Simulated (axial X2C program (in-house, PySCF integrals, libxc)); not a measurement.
# Potential curves of SrCr, two-component

All values were computed with an in-house relativistic program for diatomic molecules. Two-component (2c) means X2C with spin–orbit coupling and atomic mean-field two-electron Coulomb and Gaunt terms. Basis: Sr dyall-cv3z [13s12p8d5f1g], Cr dyall-cv3z [9s10p6d3f2g] (cores contracted in-house); Gaussian nuclei, density fitting, unrestricted open shells. Masses: Sr 87.906 u, Cr 51.941 u.

State: Ω = 3 (⟨Sz⟩ = 3.00, ⟨Lz⟩ = 0.00 at PBE0). Energies in eV from the fragments at the same level (Sr + Cr). Fits are polynomials in 1 − R0/R over 0.85 to 1.23 times the lowest point R0.

| R (Å) | PBE0 |
| --- | --- |
| 2.9206 | -0.2942 |
| 3.0549 | -0.3883 |
| 3.1556 | -0.4285 |
| 3.2563 | -0.4488 |
| 3.3570 | -0.4536 |
| 3.4745 | -0.4446 |
| 3.5920 | -0.4244 |
| 3.7431 | -0.3880 |
| 3.9277 | -0.3358 |
| 4.1963 | -0.2583 |

Occupations by symmetry block were frozen at the best pattern of an incomplete PBE0 search. De is counted from the lowest determinant-based energies of the atoms at the same level, without counterpoise correction. Density functionals use the spin component along the axis (collinear). PBE0 can misorder states that lie within some tenths of an eV, so this need not be the ground state of the molecule. The nearest other 2c determinant of the search, Ω = 2, lies 0.47 eV up at the distance of the search. With several unpaired electrons one determinant need not be a pure state. Open-shell Ω = 0 determinants with evenly filled partner blocks cannot be reached by this program, so the Ω shown need not be the lowest component.

Q: Fit the PBE0 curve near its minimum: give the equilibrium distance, the harmonic wavenumber and the well depth.

A: At PBE0, 2c: Re = 3.343 Å, ωe ≈ 99.9 cm⁻¹, De = 0.45 eV to Sr + Cr; Be follows as 0.0462 cm⁻¹.
